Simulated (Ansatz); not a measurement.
Geometry optimisation, UKS CAM-B3LYP/cc-pVDZ in Ansatz 0.2.0.

input.yaml

```yaml
crystal:
  periodic: [false, false, false]
  atoms:
    - { symbol: Li, position_ang: [-1.7889, 1.65337, -0.0443] }
    - { symbol: C, position_ang: [-0.45768, 0.32193, 0.04047] }
    - { symbol: C, position_ang: [0.49844, 0.91474, -0.68058] }
    - { symbol: C, position_ang: [-0.09832, -1.05166, 0.57255] }
    - { symbol: H, position_ang: [1.46927, 0.4588, -0.87812] }
    - { symbol: H, position_ang: [0.36513, 1.9063, -1.11936] }
    - { symbol: H, position_ang: [0.78262, -0.98771, 1.21502] }
    - { symbol: H, position_ang: [0.13891, -1.72505, -0.25408] }
    - { symbol: H, position_ang: [-0.90948, -1.49071, 1.14841] }
magnetization:
  spin_polarized: true
basis:
  gaussian: { orbitals: cc-pVDZ }
hamiltonian:
  xc: cam_b3lyp
relax:
  f_tol: 0.02
  max_steps: 50
```

Command:

```bash
$ ansatz run input.yaml --threads 2 --pin off --max-ram 3072MiB --backend cpu --events-out ev --progress --plain --runs-dir out
```

Q: Where does it end, and by what steps?

A: The forces met the threshold. The force dipped under the threshold on the way, but the program's further checks kept it going. After 21 steps the energy has fallen by 0.190 eV; H8 moved furthest, 0.72 Å. Joined: Li1–H6.

```csv
step,energy less start (eV),largest force component (eV/Å),accepted
0,0.0000,0.763,yes
1,-0.0440,0.313,yes
2,-0.0600,0.241,yes
3,-0.0701,0.643,yes
4,-0.0967,0.397,yes
5,-0.1156,0.073,yes
6,-0.1138,0.151,no
7,-0.1167,0.019,yes
8,-0.1169,0.015,yes
9,-0.1171,0.022,yes
10,-0.1110,0.455,no
11,-0.1223,0.098,yes
12,-0.1290,0.235,yes
13,-0.1331,0.385,yes
14,-0.1768,0.092,yes
15,-0.1734,0.405,no
16,-0.1822,0.080,yes
17,-0.1884,0.085,yes
18,-0.1860,0.256,no
19,-0.1896,0.104,yes
20,-0.1902,0.049,yes
21,-0.1904,0.016,yes
```

```xyz
9
Properties=species:S:1:pos:R:3
Li -1.223 2.003 0.156
C -0.379 0.321 0.224
C 0.302 0.856 -0.810
C -0.035 -1.074 0.652
H 1.102 0.364 -1.388
H 0.111 1.887 -1.200
H 0.278 -1.085 1.710
H 0.768 -1.548 0.053
H -0.925 -1.724 0.604
```

Run time: 52 s on 2 threads of Arm Neoverse V2, with other jobs on the host, peak memory 0.22 GiB.
